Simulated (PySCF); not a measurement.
CH7ClOSi2, SMILES C[SiH2][Si@@H](O)Cl.

Geometry optimised at ωB97X-D3(BJ)/def2-SVP. The structure was generated by enumeration; whether it is a known compound was not checked. Other conformers were not sampled.

These are M06-2X/def2-TZVP run with PySCF values and carry that method's errors.

```json
{
  "total_energy": "-1156.80621 hartree",
  "highest_occupied_level": "-9.00 eV",
  "lowest_empty_level": "0.53 eV",
  "orbital_gap": "9.53 eV",
  "dipole_moment": "1.95 D",
  "quadrupole, principal values (traceless, Buckingham form, about the centre of nuclear charge)": "-5.75, -2.33, 8.08 D·Å",
  "mean_static_polarisability": "80.3 bohr³ (11.89 Å³)",
  "polarisability_principal_values": "67.6, 76.7, 96.4 bohr³"
}
```
